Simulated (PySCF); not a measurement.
Al(Cl) cation (AlCl), SMILES [Al][Cl] (connectivity only; charge and spin as stated), charge +1, multiplicity 2.

Geometry: PBE0-D3(BJ)/def2-TZVPD. The multiplicity is an assumed one; other spin states were not compared.

Two levels are set side by side: PBE/def2-TZVPD (PySCF) and M06-2X/def2-TZVPD (PySCF). Same geometry, gas phase. Differences are taken from unrounded values.

| quantity | M06-2X |
|---|---|
| α-spin orbital gap (eV) | 8.31 |
| β-spin orbital gap (eV) | 5.39 |
| mean polarisability (bohr³) | 32.7 |

**Question.** What does PBE give, and how far is it from M06-2X? (The exact figures need the calculation; the answer reports its results.)

**Answer.** 
| quantity | PBE | PBE minus M06-2X |
|---|---|---|
| α-spin orbital gap (eV) | 4.54 | -3.77 |
| β-spin orbital gap (eV) | 2.41 | -2.98 |
| mean polarisability (bohr³) | 35.8 | 3.1 |

PBE's more diffuse valence density responds more strongly to a field. Differences between two approximate levels are no errors against the true value.

Rough cost on one machine, each run with all the roots and properties that it gave: M06-2X against PBE within a factor of 2.
